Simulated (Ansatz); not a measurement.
A nudged elastic band was laid between two geometries of H3P + H5NOSi (12 atoms, charge 0, multiplicity 1).

Theory: Ansatz, RKS PBE0-D4/def2-SVP.

* movable images: 5
* climbing image: yes
* spring: 5.0 eV/Å²
* optimiser: quadratic models (default)
* start path: through a guess of the saddle point
* force threshold: 0.05 eV/Å
* iteration limit: 60
* end points: relaxed

Initial state:

```xyz
12
Properties=species:S:1:pos:R:3
Si -1.097 0.189 1.321
N -0.540 -1.188 0.420
H -1.619 -0.110 2.686
H -2.202 0.743 0.476
O 0.154 1.242 1.587
H 1.928 -0.693 -1.486
P 1.384 0.621 -1.517
H -1.195 -1.660 -0.195
H 0.084 -1.859 0.855
H 0.685 1.408 0.792
H 0.254 0.262 -2.303
H 2.165 1.045 -2.636
```

Final state:

```xyz
12
Properties=species:S:1:pos:R:3
Si -0.842 1.010 0.328
N 0.845 -2.206 0.386
H -1.788 -0.130 0.191
H -1.616 2.267 0.573
O 0.129 0.621 1.633
H 1.441 -1.896 -0.380
P 0.430 1.388 -1.506
H -0.076 -2.376 -0.015
H 0.743 -1.414 1.022
H 0.802 1.264 1.881
H -0.708 1.478 -2.366
H 0.640 -0.004 -1.745
```

Q: What changes between the two ends?

A: Bonds broken: Si1–N2, H6–P7. Bonds formed: Si1–P7, N2–H6. H3P + H5NOSi becomes H3N + H5OPSi.

Q: Give the energies along the band, and the barrier.

A: The forces met the threshold. The highest image is number 3 of 0 to 6, 1.46 eV above the first end and 1.03 eV above the last; the last end lies 0.44 eV above the first. Neighbouring images differ by up to 1.3 eV, so the band resolves the path poorly. A vibrational analysis at the climbing image gives one clearly imaginary mode, 296i cm⁻¹: a first-order saddle point. The orbitals stay closed-shell, which can raise the energy where a bond breaks towards radicals; this wasn't checked here.

| image | path coordinate (Å) | energy (eV) | Si1–N2 (Å) | H6–P7 (Å) | Si1–P7 (Å) |
| --- | --- | --- | --- | --- | --- |
| 0 | 0.00 | 0.00 | 1.74 | 1.42 | 3.79 |
| 1 | 1.27 | 0.05 | 1.73 | 1.42 | 3.82 |
| 2 | 2.54 | 0.19 | 1.74 | 1.44 | 3.51 |
| 3 | 3.81 | 1.46 | 1.90 | 2.19 | 2.98 |
| 4 | 5.39 | 1.10 | 2.25 | 2.85 | 2.36 |
| 5 | 6.97 | 0.58 | 3.45 | 3.21 | 2.27 |
| 6 | 8.55 | 0.44 | 3.63 | 3.62 | 2.26 |

Q: What is the geometry of the highest image?

A: 
```xyz
12
Properties=species:S:1:pos:R:3
Si -0.789 0.312 0.894
N -0.126 -1.329 0.206
H -1.540 -0.263 2.053
H -1.793 0.814 -0.074
O 0.341 1.242 1.645
H 0.323 -0.874 -0.669
P 0.903 1.101 -1.427
H -0.829 -2.047 0.005
H 0.608 -1.733 0.793
H 0.872 1.706 0.974
H 0.073 0.845 -2.560
H 1.957 0.224 -1.839
```

Time of the run: 5.2 min on 2 threads of Intel(R) Xeon(R) 6975P-C (Granite Rapids), on a shared host, peak memory 0.26 GiB.
